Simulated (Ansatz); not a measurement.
Mulliken charges of CH$_{4}$MgS$_{2}$ (`C[S][Mg][SH]`) from B3LYP/def2-TZVPP in Ansatz (PBE0-D4/def2-TZVP geometry).

```
atom   x (Å)   y (Å)   z (Å)  charge (e)
  C1  -1.253   0.455   1.183      -0.279
  S2   0.208   1.413   0.649      -0.393
 Mg3   1.351  -0.053  -0.675       0.665
  S4   2.498  -1.540  -1.980      -0.446
  H5  -0.974  -0.416   1.776       0.116
  H6  -1.851   1.115   1.810       0.124
  H7  -1.867   0.142   0.339       0.115
  H8   1.888  -1.115  -3.102       0.098
```

Task: By hand: the dipole of these point charges (1 e Å = 4.8032 D).

Result: Σ q r = (-0.320, -0.034, 0.015) e Å, of length 0.322 e Å = 1.55 D.

Task: How does the dipole of the full density compare? (Estimate.)

Result: Computed: (-0.282, -0.055, 0.005) e Å, 1.38 D; the point charges give 1.12 times that, at 5° from its direction.

Point charges leave out the atoms' own dipoles, such as those of lone pairs, and Mulliken's split depends on the basis, so the close match here is no proof of good charges.

B3LYP here is the variant with VWN-RPA as its local correlation; programs differ in this.
